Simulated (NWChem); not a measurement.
System: Si4H9, doublet; SMILES [SiH3][Si]([SiH3])[SiH3]

Computed with NWChem. Spin-unrestricted. In the optimisation the excess spin sits in a (C3, its own frame). Structure relaxed at the PBE0/def2-SVP, spin-unrestricted level. No stability test was run on the SCF state. Level: PBE0/def2-SVP with SMD (1 M gas to 1 M solution), gas-phase geometry. Reactions with the solvent are ignored.

```tsv
solvent	dielectric constant	solvation free energy (kcal/mol)	cavity-dispersion-structure term (kcal/mol)	dipole in solution (D)
water	78.4	4.5	4.9	0.18
N,N-dimethylformamide	37.2	0.4	0.8	0.18
1-octanol	9.86	-0.4	0.0	0.17
acetonitrile	35.7	-0.1	0.3	0.18
methanol	32.6	-0.7	-0.3	0.18
```
